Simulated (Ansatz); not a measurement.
Basis-set extrapolation for C₃H₅Al, SMILES `C[C]1=[CH][AlH]1` (PBE0-D4/def2-TZVP geometry, frozen core, Ansatz). Multiplicity 1, RHF reference.

|  | def2-TZVPP | def2-QZVPP |
| --- | --- | --- |
| HF | -358.402968 | -358.415037 |
| MP2 correlation | -0.560526 | -0.596889 |
| CCSD(T) correlation | -0.621304 | not run |

Energies in hartree. Use E(X) = E(∞) + A·exp(−7.88·√X) for Hartree–Fock and E(X) = E(∞) + B·X^(−2.97) for correlation, with X = 3 and 4, and add CCSD(T) minus MP2 of the smaller set to the MP2 limit.

Q: What is the CCSD(T) energy at the basis-set limit?

A: HF limit: -358.415037 + (-0.012069) × 0.13774 = -358.41670. MP2 limit: -0.596889 + (-0.036363) × 0.74074 = -0.62382. Higher-order term: -0.621304 − (-0.560526) = -0.06078. Total: -359.10130 hartree, 202.2 kJ/mol below CCSD(T)/def2-TZVPP.
